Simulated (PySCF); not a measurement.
RbCl, optimised at GFN2-xTB:

```xyz
2

Rb     0.0018    -1.0034     0.9202
Cl    -0.0018     1.0034    -0.9202
```

Computed with PySCF (xtb for GFN2) and rigid-rotor harmonic-oscillator thermochemistry at 1 bar. All species are closed-shell singlets. Rb: scalar-relativistic def2 core potential, no spin-orbit coupling.

### Question
List the harmonic frequencies (cm⁻¹, unscaled) at this level and at the other levels, each on its own geometry.

### Answer
- GFN2-xTB: 178
- PBE/def2-SVP: 236
- PBE0/def2-TZVP: 226
